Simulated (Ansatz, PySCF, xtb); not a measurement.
Gas-phase reaction in SMILES: C=O (CH2O) + 2 [H][H] (H2) → C (CH4) + O (H2O)
Structures are relaxed separately at B3LYP-D3(BJ)/def2-TZVP in Ansatz (a quantum-chemistry and plane-wave program).
Geometry of the first species:
SMILES: C=O
```xyz
4

O     -0.0009    -0.0102     0.6728
C      0.0007     0.0079    -0.5259
H     -0.0027     0.9554    -1.0993
H      0.0057    -0.9218    -1.1276
```
Charge 0, spin multiplicity 1.

Wanted: energy of full hydrogenation (enthalpy at 298 K, with B3LYP-D3(BJ) rigid-rotor harmonic-oscillator terms from PySCF), in kcal/mol. Correlated levels leave the core frozen unless marked. No spin-orbit coupling. No relativistic terms. CBS marks a two-point X^-3 extrapolation of the correlation energy; Hartree-Fock from the larger set.

From measured enthalpies of formation at 298 K: -49.5 kcal/mol (C=O (CH2O) -26.1, ATcT 1.112; [H][H] (H2) 0.0, ATcT 1.112; C (CH4) -17.8, ATcT 1.112; O (H2O) -57.8, ATcT 1.112). It holds spin-orbit effects, which the calculations lack, and core correlation, which the frozen-core levels lack.

| level | program | energy of full hydrogenation (kcal/mol) | error against measurement |
|---|---|---|---|
| GFN1-xTB | xtb | -67.6 | -18.1 |
| HF/def2-SVP | Ansatz | -48.2 | 1.3 |
| HF/def2-SVPD | Ansatz | -51.6 | -2.1 |
| SVWN5/def2-TZVPD | Ansatz | -57.2 | -7.7 |
| revPBE-D3(BJ)/def2-TZVPD | Ansatz + dftd3 | -44.2 | 5.3 |
| TPSS-D4/def2-TZVPD | PySCF + dftd4 | -40.5 | 9.0 |
| M06-L/def2-TZVPD | PySCF | -48.4 | 1.1 |
| r2SCAN-D3(BJ)/def2-TZVPD | Ansatz + dftd3 | -48.8 | 0.7 |
| PBE0/def2-SVP | Ansatz | -48.6 | 0.9 |
| BHLYP-D4/def2-TZVPD | Ansatz + dftd4 | -50.5 | -1.0 |
| MP2/CBS(cc-pVTZ,cc-pVQZ) | Ansatz | -50.9 | -1.4 |
| RI-MP2/def2-QZVPPD | Ansatz | -51.1 | -1.6 |
| CCSD(T)/cc-pVDZ | PySCF | -41.7 | 7.8 |
| CCSD(T)/cc-pwCVTZ | Ansatz | -47.0 | 2.5 |
| CCSD(T)/CBS(def2-TZVPPD,def2-QZVPPD) | Ansatz | -50.2 | -0.7 |
